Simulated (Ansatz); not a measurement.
SnEt3(NMe2) (C8H21NSn) was relaxed with r2SCAN-D4 (def2-SVP) in Ansatz in these states: charge +1 doublet, neutral singlet. The geometries follow in no particular order.

In the def2 sets Sn takes a core potential; there is no spin–orbit coupling.

A:

```
atom    x (Å)    y (Å)    z (Å)
 Sn1   0.3066   0.2227  -0.4774
  C2   0.5724   2.3467  -0.1623
  C3  -0.6416   3.0138   0.4798
  H4   0.7787   2.7639  -1.1628
  H5   1.4938   2.4947   0.4252
  H6  -0.4762   4.0988   0.5814
  H7  -1.5547   2.8819  -0.1222
  H8  -0.8509   2.6250   1.4899
  C9   2.0685  -1.0017  -0.8175
 C10   1.7720  -2.4962  -0.8490
 H11   2.8002  -0.7324  -0.0376
 H12   2.4839  -0.6452  -1.7756
 H13   2.6938  -3.0657  -1.0526
 H14   1.3730  -2.8672   0.1094
 H15   1.0510  -2.7623  -1.6382
 C16  -1.5168  -0.3913  -1.4666
 C17  -1.6075   0.1878  -2.8806
 H18  -2.3590  -0.0525  -0.8397
 H19  -1.5409  -1.4937  -1.4829
 H20  -2.5460  -0.1271  -3.3651
 H21  -1.5994   1.2898  -2.8814
 H22  -0.7831  -0.1547  -3.5270
 N23  -0.0983  -0.4226   1.6100
 C24  -1.0464  -1.4501   1.9328
 C25   0.6374   0.1277   2.7125
 H26  -0.5336  -2.3007   2.4253
 H27  -1.5692  -1.8084   1.0365
 H28  -1.7877  -1.0702   2.6635
 H29   1.3266   0.9156   2.3803
 H30  -0.0574   0.5441   3.4679
 H31   1.2111  -0.6707   3.2239
```

B:

```xyz
31

Sn   -0.1320    0.1695    0.2697
C     0.0787   -0.5028    2.3234
C     0.2988   -2.0115    2.4072
H    -0.8261   -0.1943    2.8754
H     0.9186    0.0509    2.7769
H     0.4450   -2.3498    3.4478
H    -0.5614   -2.5704    2.0019
H     1.1825   -2.3225    1.8265
C    -0.3033    2.3402    0.0980
C    -0.5598    2.8062   -1.3331
H     0.6294    2.7734    0.4983
H    -1.1127    2.6635    0.7758
H    -0.6443    3.9051   -1.4008
H     0.2531    2.5023   -2.0134
H    -1.4951    2.3865   -1.7401
C    -1.7897   -0.8275   -0.7183
C    -3.1046   -0.6773    0.0451
H    -1.5069   -1.8887   -0.8239
H    -1.8790   -0.4225   -1.7407
H    -3.9368   -1.1958   -0.4620
H    -3.0379   -1.0954    1.0635
H    -3.4019    0.3800    0.1494
N     1.5712   -0.5511   -0.6592
C     1.5873   -0.7123   -2.0928
C     2.8549   -0.1586   -0.1317
H     1.8744    0.2094   -2.6531
H     0.5994   -1.0311   -2.4652
H     2.3139   -1.4966   -2.3932
H     2.8234   -0.0876    0.9691
H     3.6321   -0.9107   -0.3821
H     3.2292    0.8195   -0.5182
```

Q: Judge from the bond lengths which geometry belongs to which state (an estimate).

A: A is the charge +1 doublet (Sn1–N23 2.222 Å, Sn1–C9 2.172 Å, Sn1–C16 2.163 Å); B is the neutral singlet (Sn1–N23 2.069 Å, Sn1–C9 2.184 Å, Sn1–C16 2.172 Å).
